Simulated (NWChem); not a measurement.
System: AlF₂ cation; SMILES [F][Al+][F]

All runs: NWChem. The geometry was optimised at B3LYP/6-31G* (spherical d). Core excitations by TDA in a window of 1s orbitals, non-relativistic and unshifted: absolute energies depend strongly on the exact-exchange share.

Task: Estimate the computed values for Al K edge, B3LYP/def2-TZVP. Quantities: first 1s excitation (eV); dipole oscillator strength of the first; first state with f > 0.002 (eV); dipole oscillator strength of that state.

Result: The first 1s excitation (eV) comes out as 1522.4, the dipole oscillator strength of the first is 0.0000 and the first state with f > 0.002 (eV) is 1525.6. The dipole oscillator strength of that state comes out as 0.0078.
